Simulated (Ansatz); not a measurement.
BF₃H₆OSi₂ (`F[B-](F)(F)[O+]([SiH3])[SiH3]`). Total charge 0; spin multiplicity 1.

Cartesian coordinates in Å:
```
F -2.002 -0.957 -0.703
B -0.698 -1.062 -1.068
F -0.123 -2.255 -0.827
F -0.365 -0.480 -2.248
O 0.056 -0.011 0.055
Si 1.409 0.831 -0.546
Si -0.755 0.154 1.542
H 2.266 -0.145 -1.242
H 0.946 1.924 -1.422
H 2.076 1.379 0.658
H -1.134 -1.197 1.991
H -1.915 1.049 1.361
H 0.239 0.771 2.450
```

(1) List the harmonic frequencies (cm⁻¹, unscaled) at PBE0-D4/def2-TZVP in Ansatz. (Best estimate.)

Results:

(1) Ansatz gave: 15, 96, 125, 147, 159, 174, 286, 304, 315, 481, 483, 508, 648, 668, 693, 722, 790, 879, 902, 941, 950, 955, 962, 981, 998, 1294, 1307, 2251, 2262, 2282, 2286, 2304, 2306.
